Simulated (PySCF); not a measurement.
Two-component Hartree-Fock for Ru (ruthenium, neutral)

Start: [Kr] 4d6 5s1 5p1; 4d3/2 filled at m_j = +3/2; 4d5/2 filled at m_j = -3/2, -1/2, +1/2, +3/2, +5/2; 5s1/2 filled at m_j = +1/2; 5p3/2 filled at m_j = +3/2. Calculated with PySCF 2.14 in x2c-TZVPall-2c with one added diffuse shell each of s, p, d type (9s10p8d1f, 86 functions): generalised Hartree-Fock with the X2C-1e Hamiltonian and a Gaussian nucleus; one run each with spin-orbit coupling (SO) switched off, then screened by Boettger's factors. This is a chosen level, not necessarily the ground level.

```tsv
spinor shell	electrons	ε, spin-free (eV)	ε, screened SO (eV)	weight of nominal j (screened SO)	rms radius, screened SO (bohr)
1s1/2	2	-22239.9	-22238.5	1.000	0.0384
2s1/2	2	-3281.8	-3281.4	1.000	0.158
2p1/2	2	-2933.0	-3023.5	1.000	0.137
2p3/2	4	-2933.0	-2890.8	1.000	0.142
3s1/2	2	-616.44	-616.34	1.000	0.428
3p1/2	2	-498.76	-514.75	1.000	0.425
3p3/2	4	-498.76	-491.29	1.000	0.436
3d3/2	4	-309.64	-312.54	0.979	0.417
3d5/2	6	-309.64	-307.62	0.986	0.420
4s1/2	2	-98.654	-98.657	1.000	1.09
4p1/2	2	-63.003	-68.521	0.715	1.20
4p3/2	4	-63.003	-60.356	0.858	1.21
4d5/2	5	-15.918	-16.668	0.566	1.70
4d3/2	1	-15.918	-12.476	0.768	1.73
5s1/2	1	-9.695	-9.708	0.999	3.44
5p3/2	1	-4.775	-4.720	1.000	4.72
```

```tsv
quantity	spin-free	screened SO
E (hartree)	-4527.59258	-4528.23827
M_J	6	6
⟨J²⟩	42.012	42.014
⟨L²⟩	12.010	12.085
⟨S²⟩	12.001	11.965
```

Each row is a mean over spinors that exchange with the open shell spreads, by up to 9.173 eV (4p3/2).

Rows whose weight is well below 1 are mixtures of j = l ± 1/2: exchange outweighs spin-orbit coupling there, and the label is only the starting occupation.

Breit and QED terms are absent; they matter most for the inner s and p1/2 levels.

Densities and radii are taken from the X2C orbitals without a picture-change correction, which distorts them close to the nucleus.

Without spin-orbit coupling the j labels of p, d and f shells carry no meaning; the spin-free column gives the mean over the occupied spinors of each nl shell.
